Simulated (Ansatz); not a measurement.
Input file for Ansatz (an electronic-structure program): R-wB97X-V/def2-TZVPP on CHN (SMILES C#N).

Ansatz 0.2 input:
```yaml
crystal:
  periodic: [false, false, false]
  atoms:
    - {symbol: H, position_ang: [0.00000000, -0.00000000, -1.09323492]}
    - {symbol: C, position_ang: [-0.00000000, 0.00000000, -0.02646935]}
    - {symbol: N, position_ang: [0.00000000, -0.00000000, 1.11970428]}
basis:
  gaussian:
    orbitals: def2-TZVPP
hamiltonian:
  xc: {name: wB97X-V}
scf: {lower_state_search: off}
```

Problem. Predict the final total energy.

Solution. -93.4299 hartree.
